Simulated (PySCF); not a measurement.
## Run times: gallium in even-tempered 20s13p9d5f4g

Measured wall times of calculations with PySCF 2.14 in an even-tempered Gaussian basis (20 s from 0.32 bohr⁻², ratio 2.5; 13 p from 0.42 bohr⁻², ratio 2.5; 9 d from 0.42 bohr⁻², ratio 2.5; 5 f from 2.5 bohr⁻², ratio 2.7; 4 g from 3.8 bohr⁻², ratio 2.7), with scalar relativity by spin-free X2C-1e, run from one Python driver. Hardware: 2 threads of Neoverse-V2 on a shared host, 2.6 GiB allowed. The two-electron integrals over 175 functions were computed once and kept in memory (1.8 CPU seconds with the set-up); the times below exclude them. Kohn-Sham runs start from converged Hartree-Fock orbitals.

Launch command (the driver calls PySCF for each step listed in the task file):

```bash
OMP_NUM_THREADS=2 python atomrun2.py TASK.json OUT
```

| species | step | iterations | wall time (s) |
| --- | --- | --- | --- |
| Ga⁷⁺ [Ar] 3d6 | UHF with spin-orbit constants | 5 | 15 |
| Ga⁷⁺ [Ar] 3d6 | LDA | 6 | 2.1 |
| Ga⁷⁺ [Ar] 3d6 | PBE | 5 | 2.2 |
| Ga⁷⁺ [Ar] 3d6 | PBE0 | 5 | 4.8 |
| Ga⁷⁺ [Ar] 3d6 | MP2 (14 electrons) |  | 3.6 |
| Ga⁸⁺ [Ar] 3d5 | UHF with spin-orbit constants | 1 | 12 |
| Ga⁸⁺ [Ar] 3d5 | LDA | 5 | 1.8 |
| Ga⁸⁺ [Ar] 3d5 | PBE | 5 | 2.2 |
| Ga⁸⁺ [Ar] 3d5 | PBE0 | 5 | 4.9 |
| Ga⁸⁺ [Ar] 3d5 | r2SCAN | 5 | 6 |
| Ga⁸⁺ [Ar] 3d5 | MP2 (13 electrons) |  | 3.4 |

Problem. Roughly how long does r2SCAN take for Ga⁷⁺ [Ar] 3d6 here?

Solution. About 7 s.

Peak memory of the process: 1.4 GiB. Times on a shared host vary from run to run.
